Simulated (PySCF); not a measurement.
CH₃CdF. Atoms are numbered in the order given.

```xyz
6

Cd     0.0000     0.0000    -0.0352
F      0.0000     0.0000    -1.9964
C      0.0000     0.0000     2.0645
H      0.8896     0.5136     2.4232
H      0.0000    -1.0272     2.4232
H     -0.8896     0.5136     2.4232
```

The structure is a stationary point at B3LYP-D3(BJ)/def2-TZVP. The def2 effective core potentials stand for the cores of Cd; spin–orbit coupling is left out.

Calculation: C-PCM-B3LYP/def2-SVP run with PySCF.

The values are the electrostatic part of the solvation free energy, E(continuum) − E(gas) at the gas-phase geometry, in a cavity of scaled van der Waals radii (PySCF's table); cavitation and dispersion terms are not included. A continuum can't describe solvent molecules that bind to the metal. In vacuum the orbital gap is 7.09 eV. The dipole moment in vacuum is 3.06 D.

| solvent | ε | ΔG(elec) (kcal/mol) | dipole (D) | gap (eV) |
|---|---|---|---|---|
| water | 78.36 | -11.9 | 3.33 | 7.01 |
| chloroform | 4.71 | -9.2 | 3.28 | 7.04 |
| dichloromethane | 8.93 | -10.6 | 3.30 | 7.02 |
